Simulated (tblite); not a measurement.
Species: C₆H₁₄ClFSi.
Atom-mapped SMILES: `[CH3:1][CH:2]([CH3:3])[C@@:4]([SiH3:5])([CH2:6][F:7])[CH2:8][Cl:9]` (hydrogens: H10, H11, H12 on C1; H13 on C2; H14, H15, H16 on C3; H17, H18, H19 on Si5; H20, H21 on C6; H22, H23 on C8)

Computed with GFN2-xTB (tblite), gas phase: L-BFGS steps from a force-field or distance-geometry start until the largest atomic force falls under 0.01 eV/Å.

Step 1: E = -843.5025 eV
```
atom  x, y, z in Å  |  force x, y, z in eV/Å
C1     -1.6744    0.9066   -0.8526    0.108  -0.046   0.053
C2     -0.9064    0.3097    0.3402    0.135  -0.070  -0.008
C3     -1.7716   -0.7935    0.9761    0.072  -0.088   0.001
C4      0.5838   -0.0970   -0.0043    0.221   0.687   0.090
Si5     1.7311    1.5786    0.0204   -0.416  -0.629  -0.147
C6      1.1737   -1.0159    1.0945   -0.204   0.207  -0.256
F7      2.4898   -1.2972    0.7961   -0.037   0.117   0.102
C8      0.8070   -0.7349   -1.3912   -0.058   0.297   0.341
Cl9    -0.0255   -2.3054   -1.6374   -0.035   0.101   0.112
H10    -2.6307    1.3142   -0.5129    0.181  -0.105   0.029
H11    -1.1244    1.7213   -1.3221    0.042  -0.091   0.051
H12    -1.8934    0.1513   -1.6057    0.084  -0.016   0.082
H13    -0.8609    1.0977    1.1119    0.234  -0.074  -0.183
H14    -2.7645   -0.4041    1.2033    0.084   0.118  -0.090
H15    -1.3514   -1.1373    1.9200    0.056  -0.005  -0.084
H16    -1.9097   -1.6476    0.3206    0.148  -0.012  -0.090
H17     1.6510    2.1746    1.3783   -0.003  -0.223  -0.360
H18     3.1208    1.2255   -0.3515   -0.406   0.087   0.138
H19     1.1705    2.5179   -0.9826    0.143  -0.229   0.259
H20     0.6739   -1.9846    1.1852   -0.060  -0.017  -0.240
H21     1.1674   -0.5370    2.0853    0.009   0.060  -0.225
H22     0.4677   -0.0791   -2.1968   -0.101  -0.047   0.180
H23     1.8711   -0.9367   -1.5646   -0.194  -0.023   0.244
```

Step 2: E = -843.5645 eV
```
atom  x, y, z in Å  |  force x, y, z in eV/Å
C1     -1.6757    0.9062   -0.8528    0.497  -0.179   0.171
C2     -0.8986    0.3054    0.3434   -0.132   0.135  -0.244
C3     -1.7724   -0.7951    0.9755    0.329  -0.101  -0.056
C4      0.5931   -0.0695   -0.0008   -0.164  -0.143  -0.003
Si5     1.7154    1.5546    0.0143   -0.154  -0.135   0.025
C6      1.1635   -1.0062    1.0855    0.166  -0.060  -0.091
F7      2.4907   -1.2935    0.7994   -0.232   0.159   0.079
C8      0.8039   -0.7230   -1.3788    0.017   0.075   0.170
Cl9    -0.0269   -2.3024   -1.6338   -0.013   0.216   0.196
H10    -2.6215    1.3094   -0.5127   -0.096   0.013   0.130
H11    -1.1226    1.7181   -1.3202    0.057  -0.044   0.023
H12    -1.8899    0.1515   -1.6019    0.046  -0.103  -0.014
H13    -0.8525    1.0942    1.1042    0.167   0.058   0.004
H14    -2.7598   -0.4006    1.1998   -0.002   0.136  -0.076
H15    -1.3487   -1.1376    1.9177    0.025  -0.032  -0.049
H16    -1.9042   -1.6483    0.3172    0.114  -0.003  -0.069
H17     1.6509    2.1668    1.3655   -0.028  -0.235  -0.322
H18     3.1059    1.2289   -0.3463   -0.280   0.004   0.087
H19     1.1759    2.5095   -0.9730    0.059  -0.166   0.142
H20     0.6714   -1.9868    1.1770   -0.028   0.237  -0.316
H21     1.1680   -0.5352    2.0765   -0.052   0.085  -0.116
H22     0.4644   -0.0816   -2.1896   -0.125   0.065   0.082
H23     1.8647   -0.9378   -1.5560   -0.170   0.021   0.245
```

Step 3: E = -843.5894 eV
```
atom  x, y, z in Å  |  force x, y, z in eV/Å
C1     -1.6701    0.9035   -0.8510    0.331  -0.116   0.129
C2     -0.8963    0.3052    0.3422   -0.112   0.128  -0.173
C3     -1.7687   -0.7966    0.9739    0.264  -0.035  -0.052
C4      0.5943   -0.0602    0.0007   -0.282  -0.435  -0.021
Si5     1.7064    1.5422    0.0120   -0.023   0.078   0.062
C6      1.1611   -1.0023    1.0805    0.186  -0.093  -0.001
F7      2.4881   -1.2895    0.8019   -0.173   0.146   0.029
C8      0.8024   -0.7163   -1.3710   -0.017  -0.019   0.031
Cl9    -0.0277   -2.2977   -1.6290   -0.026   0.215   0.216
H10    -2.6183    1.3072   -0.5108   -0.042  -0.008   0.109
H11    -1.1206    1.7161   -1.3191    0.082  -0.020   0.007
H12    -1.8875    0.1501   -1.6001    0.053  -0.117  -0.024
H13    -0.8462    1.0935    1.1007    0.119   0.097   0.064
H14    -2.7570   -0.3972    1.1969    0.058   0.086  -0.087
H15    -1.3468   -1.1384    1.9163    0.029  -0.039  -0.034
H16    -1.9000   -1.6488    0.3146    0.104  -0.004  -0.064
H17     1.6504    2.1596    1.3549   -0.046  -0.204  -0.220
H18     3.0949    1.2304   -0.3427   -0.176  -0.047   0.051
H19     1.1792    2.5032   -0.9666    0.002  -0.106   0.055
H20     0.6698   -1.9842    1.1684   -0.037   0.262  -0.314
H21     1.1674   -0.5332    2.0706   -0.084   0.091  -0.048
H22     0.4611   -0.0817   -2.1850   -0.114   0.102   0.057
H23     1.8595   -0.9380   -1.5483   -0.096   0.037   0.226
```

Step 4: E = -843.6173 eV
```
atom  x, y, z in Å  |  force x, y, z in eV/Å
C1     -1.6602    0.8990   -0.8474    0.001   0.010  -0.034
C2     -0.8943    0.3067    0.3394   -0.012   0.038   0.048
C3     -1.7608   -0.7980    0.9709    0.081   0.037  -0.034
C4      0.5899   -0.0584    0.0020   -0.230  -0.444  -0.024
Si5     1.6955    1.5296    0.0104    0.049   0.159   0.031
C6      1.1606   -0.9987    1.0751    0.064  -0.050   0.083
F7      2.4830   -1.2820    0.8050    0.021   0.104  -0.051
C8      0.7995   -0.7087   -1.3619   -0.088  -0.118  -0.130
Cl9    -0.0295   -2.2880   -1.6188   -0.075   0.122   0.195
H10    -2.6136    1.3036   -0.5067    0.073  -0.049   0.057
H11    -1.1164    1.7134   -1.3176    0.101  -0.009  -0.002
H12    -1.8832    0.1464   -1.5982    0.075  -0.089   0.009
H13    -0.8364    1.0946    1.0977    0.058   0.101   0.090
H14    -2.7513   -0.3921    1.1914    0.142   0.003  -0.096
H15    -1.3436   -1.1402    1.9143    0.045  -0.036  -0.023
H16    -1.8927   -1.6496    0.3100    0.100   0.015  -0.049
H17     1.6488    2.1471    1.3384   -0.071  -0.112   0.013
H18     3.0787    1.2310   -0.3375   -0.004  -0.112  -0.005
H19     1.1828    2.4939   -0.9581   -0.081   0.001  -0.077
H20     0.6667   -1.9763    1.1517   -0.068   0.158  -0.250
H21     1.1648   -0.5290    2.0628   -0.121   0.085   0.040
H22     0.4549   -0.0798   -2.1781   -0.080   0.132   0.034
H23     1.8519   -0.9375   -1.5346    0.022   0.053   0.175
```

Task: Estimate the geometry and energy of step 5. (The exact step hangs on the optimiser's Hessian estimate; all steps are aligned on step 4, rigid shifts and turns removed.)

Result: E = -843.6312 eV, largest force 0.221 eV/Å
```
atom  x, y, z in Å  |  force x, y, z in eV/Å
C1     -1.6551    0.8968   -0.8464   -0.120   0.054  -0.088
C2     -0.8933    0.3080    0.3390    0.045  -0.014   0.136
C3     -1.7553   -0.7982    0.9687   -0.017   0.040  -0.008
C4      0.5840   -0.0644    0.0023   -0.065  -0.177  -0.020
Si5     1.6904    1.5252    0.0099    0.016   0.065  -0.030
C6      1.1612   -0.9976    1.0737   -0.030   0.010   0.079
F7      2.4809   -1.2763    0.8057    0.121   0.077  -0.074
C8      0.7964   -0.7068   -1.3594   -0.103  -0.128  -0.148
Cl9    -0.0318   -2.2809   -1.6101   -0.121   0.013   0.144
H10    -2.6098    1.3009   -0.5037    0.103  -0.054   0.022
H11    -1.1123    1.7118   -1.3168    0.095  -0.009  -0.008
H12    -1.8796    0.1429   -1.5969    0.082  -0.062   0.028
H13    -0.8302    1.0969    1.0977    0.029   0.072   0.072
H14    -2.7458   -0.3894    1.1868    0.137  -0.031  -0.083
H15    -1.3412   -1.1418    1.9128    0.050  -0.028  -0.023
H16    -1.8870   -1.6496    0.3068    0.099   0.033  -0.038
H17     1.6466    2.1387    1.3302   -0.083  -0.043   0.166
H18     3.0702    1.2293   -0.3349    0.083  -0.137  -0.033
H19     1.1833    2.4890   -0.9552   -0.118   0.057  -0.139
H20     0.6639   -1.9697    1.1386   -0.083   0.024  -0.170
H21     1.1613   -0.5252    2.0594   -0.129   0.062   0.070
H22     0.4503   -0.0765   -2.1739   -0.051   0.124   0.022
H23     1.8484   -0.9362   -1.5243    0.062   0.054   0.123
```

The energy changes by -0.0139 eV. The first-order estimate −F·Δx gives -0.0195 eV and the mean of the old and new forces, exact on a quadratic surface, -0.0138 eV. The step makes an angle of 51° with the force vector and moves no atom by more than 0.015 Å.

The cost below is that of the whole relaxation. The run took 0.88 s of wall time on one thread of an Arm Neoverse V1, on a shared host.
